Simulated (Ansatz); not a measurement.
Isomers of C3H6FNSi, relaxed with PBE0-D4/def2-TZVP in Ansatz; electronic energies, one conformer each and not always the lowest. Functionals use def2-TZVPP; CBS adds triple-zeta CCSD(T) − MP2 to the MP2 limit of def2-TZVPP and def2-QZVPP.

**Question.** Order them by energy at frozen-core CCSD(T)/CBS, lowest first. (An estimate is asked.)
A. `C=N/C(F)=C/[SiH3]`
B. `F[SiH2]C1C=NC1`
C. `NC1(F)C=C[SiH2]1`
D. `C[Si](C)(F)C#N`
E. `CC[Si]1(F)C=N1`
F. `C#CN(C)[SiH2]F`
G. `C=N/C([SiH3])=C\F`
H. `C=C=C(F)N[SiH3]`

**Answer.** D (0.0 kcal/mol), E (47.7 kcal/mol), F (58.7 kcal/mol), B (59.9 kcal/mol), C (95.5 kcal/mol), A (100.0 kcal/mol), H (104.0 kcal/mol), G (108.1 kcal/mol).

**Question.** How do PBE-D4, B3LYP-D4, PBE0-D4, HF/CBS(def2) place them (kcal/mol, against `C[Si](C)(F)C#N`)? (Estimate.)

**Answer.** The calculation gave: 
```
             isomer  PBE-D4  B3LYP-D4  PBE0-D4  HF/CBS(def2)
`C=N/C(F)=C/[SiH3]`    87.4      92.7     91.4         100.3
`C=N/C([SiH3])=C\F`    95.8     101.1    100.2         109.5
   `C#CN(C)[SiH2]F`    56.1      55.8     56.6          57.8
  `C=C=C(F)N[SiH3]`    91.5      96.0     95.1         105.4
   `CC[Si]1(F)C=N1`    41.7      47.3     42.2          53.4
 `NC1(F)C=C[SiH2]1`    84.7      93.3     86.2         102.6
   `F[SiH2]C1C=NC1`    53.8      60.1     54.0          64.5
```

B3LYP here is the variant with VWN-RPA as its local correlation; programs differ in this.
